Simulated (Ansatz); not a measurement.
Consider the redistribution: `N[SiH](O)[Si](N)(Cl)Cl` + `CO[SiH](N)O` → `N[Si@H](O)O[Si@@H](N)O` + `C[Si](N)(Cl)Cl`.

Gas-phase electronic energies from Ansatz, PBE0-D4/def2-TZVP geometries. CCSD(T)/CBS is the MP2 limit (def2-TZVPP, def2-QZVPP) plus CCSD(T) − MP2 in def2-TZVPP, frozen cores. Functionals use def2-TZVPP. B3LYP here is the variant with VWN-RPA as its local correlation; programs differ in this. Each species was taken in one conformer, which may not be the lowest.

Question: Is it downhill or uphill in electronic energy at CCSD(T)/CBS, and by how much? (An estimate is asked.)

Answer: The calculation gave: Downhill: ΔE = -260.9 kJ/mol.

Question: What do these levels give: PBE-D4, PBE0-D4, B3LYP-D4, B2PLYP, PBE, PBE0, B3LYP, HF/def2-TZVPP, MP2/def2-TZVPP, CCSD(T)/def2-TZVPP, HF/CBS(def2), CCSD/CBS(def2)? (An estimate is asked.)

Answer: The calculation gave: PBE-D4 -226.3, PBE0-D4 -240.9, B3LYP-D4 -246.4, B2PLYP -257.3, PBE -227.0, PBE0 -241.8, B3LYP -247.5, HF/def2-TZVPP -270.6, MP2/def2-TZVPP -270.4, CCSD(T)/def2-TZVPP -259.6, HF/CBS(def2) -273.1, CCSD/CBS(def2) -264.1 kJ/mol.

Largest T1 diagnostic among the species: 0.011.

From PBE to PBE0 (25 % exact exchange), in def2-TZVPP and without D4, ΔE moves by −14.8 kJ/mol.
